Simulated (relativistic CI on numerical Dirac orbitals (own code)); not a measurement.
## Tc XL: computed level list

Calculated at this level of theory: Dirac-Coulomb-Breit CI, KLI orbitals optimised for each configuration, model QED, unscaled Slater integrals (own radial code, finite nucleus).

Configuration list (outside the closed core 1s2): 2s2, 2s 2p, 2p2, 2p 3s, 2p 3p, 2s 3s, 2s 3p, 2s 3d, 2s 4s, 2s 4p, 2s 4d, 2s 4f, 3s2, 3s 3p, 3p2. Levels of other configurations are missing.

| No. | Configuration | Term | J | E (Ry) | % | Lifetime (s) | jj configuration (%) |
| --- | --- | --- | --- | --- | --- | --- | --- |
| 1 | 2s2 | 1S | 0 | 0.000 | 97 |  | closed (97) |
| 2 | 2s 2p | 3P° | 0 | 5.703 | 100 |  | 2s 2p1/2 (100) |
| 3 | 2s 2p | 3P° | 1 | 6.857 | 83 | 1.07e-09 | 2s 2p1/2 (96) |
| 4 | 2s 2p | 3P° | 2 | 15.687 | 100 | 9.92e-08 | 2s 2p3/2 (100) |
| 5 | 2p2 | 3P | 0 | 16.475 | 76 | 3.61e-11 | 2p1/2^2 (97) |
| 6 | 2s 2p | 1P° | 1 | 19.576 | 83 | 6.93e-12 | 2s 2p3/2 (96) |
| 7 | 2p2 | 3P | 1 | 24.931 | 100 | 9.18e-12 | 2p1/2 2p3/2 (100) |
| 8 | 2p2 | 1D | 2 | 25.874 | 58 | 1.22e-11 | 2p1/2 2p3/2 (99) |
| 9 | 2p2 | 3P | 2 | 35.497 | 58 | 6.19e-12 | 2p3/2^2 (99) |
| 10 | 2p2 | 1S | 0 | 38.460 | 75 | 3.98e-12 | 2p3/2^2 (98) |
| 11 | 2s 3s | 3S | 1 | 241.972 | 99 | 3.23e-14 | 2s 3s (99) |
| 12 | 2s 3s | 1S | 0 | 243.145 | 98 | 6.38e-14 | 2s 3s (98) |
| 13 | 2s 3p | 3P° | 0 | 244.792 | 100 | 5.97e-12 | 2s 3p1/2 (100) |
| 14 | 2s 3p | 3P° | 1 | 244.844 | 68 | 2.47e-14 | 2s 3p1/2 (99) |
| 15 | 2s 3p | 1P° | 1 | 247.485 | 53 | 1.51e-14 | 2s 3p3/2 (81) |
| 16 | 2s 3p | 3P° | 2 | 247.717 | 100 | 7.42e-12 | 2s 3p3/2 (100) |
| 17 | 2s 3d | 3D | 1 | 248.961 | 93 | 4.44e-15 | 2s 3d3/2 (93) |
| 18 | 2p 3s | 3P° | 0 | 249.253 | 100 | 5.91e-14 | 2p1/2 3s (100) |
| 19 | 2s 3d | 3D | 2 | 249.272 | 91 | 5.07e-15 | 2s 3d3/2 (85) |
| 20 | 2p 3s | 3P° | 1 | 249.844 | 60 | 2.98e-14 | 2p1/2 3s (81) |
| 21 | 2s 3d | 3D | 3 | 249.951 | 100 | 5.39e-15 | 2s 3d5/2 (100) |
| 22 | 2s 3d | 1D | 2 | 250.802 | 90 | 6.33e-15 | 2s 3d5/2 (83) |
| 23 | 2p 3p | 3D | 1 | 251.155 | 68 | 4.04e-14 | 2p1/2 3p1/2 (93) |
| 24 | 2p 3p | 3P | 0 | 252.808 | 73 | 1.46e-14 | 2p1/2 3p1/2 (98) |
| 25 | 2p 3p | 3P | 1 | 254.639 | 44 | 1.88e-14 | 2p1/2 3p3/2 (99) |
| 26 | 2p 3p | 3D | 2 | 254.737 | 59 | 1.83e-14 | 2p1/2 3p3/2 (97) |
| 27 | 2p 3s | 3P° | 2 | 259.429 | 100 | 6.33e-14 | 2p3/2 3s (100) |
| 28 | 2p 3s | 1P° | 1 | 259.935 | 69 | 3.56e-14 | 2p3/2 3s (99) |
| 29 | 2p 3p | 3P | 1 | 261.911 | 55 | 1.61e-14 | 2p3/2 3p1/2 (99) |
| 30 | 2p 3p | 3D | 2 | 262.083 | 40 | 1.52e-14 | 2p3/2 3p1/2 (98) |
| 31 | 2p 3p | 3D | 3 | 264.212 | 100 | 2.06e-14 | 2p3/2 3p3/2 (100) |
| 32 | 2p 3p | 1P | 1 | 264.261 | 48 | 1.83e-14 | 2p3/2 3p3/2 (99) |
| 33 | 2p 3p | 3P | 2 | 265.468 | 59 | 1.58e-14 | 2p3/2 3p3/2 (99) |
| 34 | 2p 3p | 1S | 0 | 266.626 | 72 | 1.59e-14 | 2p3/2 3p3/2 (99) |
| 35 | 2s 4s | 3S | 1 | 325.287 | 100 | 6.18e-14 | 2s 4s (100) |
| 36 | 2s 4s | 1S | 0 | 325.723 | 100 | 6.12e-14 | 2s 4s (100) |
| 37 | 2s 4p | 3P° | 0 | 326.369 | 100 | 1.06e-13 | 2s 4p1/2 (100) |
| 38 | 2s 4p | 3P° | 1 | 326.408 | 72 | 3.89e-14 | 2s 4p1/2 (100) |
| 39 | 2s 4p | 3P° | 2 | 327.588 | 100 | 1.21e-13 | 2s 4p3/2 (100) |
| 40 | 2s 4p | 1P° | 1 | 327.695 | 72 | 2.13e-14 | 2s 4p3/2 (100) |
| 41 | 2s 4d | 3D | 1 | 328.166 | 100 | 1.27e-14 | 2s 4d3/2 (100) |
| 42 | 2s 4d | 3D | 2 | 328.238 | 88 | 1.27e-14 | 2s 4d3/2 (90) |
| 43 | 2s 4d | 3D | 3 | 328.529 | 100 | 1.31e-14 | 2s 4d5/2 (100) |
| 44 | 2s 4d | 1D | 2 | 328.806 | 88 | 1.30e-14 | 2s 4d5/2 (90) |
| 45 | 2s 4f | 3F° | 2 | 328.898 | 100 | 2.74e-14 | 2s 4f5/2 (100) |
| 46 | 2s 4f | 3F° | 3 | 328.913 | 73 | 2.75e-14 | 2s 4f5/2 (97) |
| 47 | 2s 4f | 3F° | 4 | 329.069 | 100 | 2.77e-14 | 2s 4f7/2 (100) |
| 48 | 2s 4f | 1F° | 3 | 329.124 | 73 | 2.80e-14 | 2s 4f7/2 (97) |

Energies count from the lowest computed level; ° marks odd parity; lifetimes are radiative, by E1, M1, E2, M2 decay to levels of this space only; some are left blank where a channel outside the calculation adds to the decay or the decay crosses a small, uncertain gap. Filled j subshells are mostly left out of the jj labels.

The mean weight of the leading LS term, summed over parents, in these 48 levels is 82 %, and that of the leading jj configuration (from the same eigenvectors) 97 %, so jj coupling describes them better and the LS labels are nominal.

At this charge energies of transitions that change n are usually good to better than 1 %, and those within a shell (Δn = 0) to a few per cent.

LS names give the leading component of a level, which can be under half, so a name can repeat, a term be missing and a line seem to break the LS rules.
